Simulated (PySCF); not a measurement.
SnOF, SMILES [O]=[Sn][F], multiplicity 2. Atoms are numbered in the order given.

```xyz
3

Sn     0.3340     0.0317     0.0000
O     -1.0710     1.4639     0.0000
F     -0.9035    -1.4774     0.0000
```
Charge 0, spin multiplicity 2.

Geometry optimised at B3LYP-D3(BJ)/def2-TZVP. The def2 effective core potentials stand for the cores of Sn; spin–orbit coupling is left out.

These are B3LYP-D3(BJ)/def2-TZVP in PySCF values and carry that method's errors.

Frequencies are harmonic and unscaled.

```tsv
mode	ν (cm⁻¹)	IR (km/mol)	moving atoms (share of kinetic energy)
1	142	13.6	O 46 %, F 42 %, Sn 12 %
2	530	22.9	O 88 %, Sn 11 %
3	576	99.6	F 86 %, Sn 14 %
```
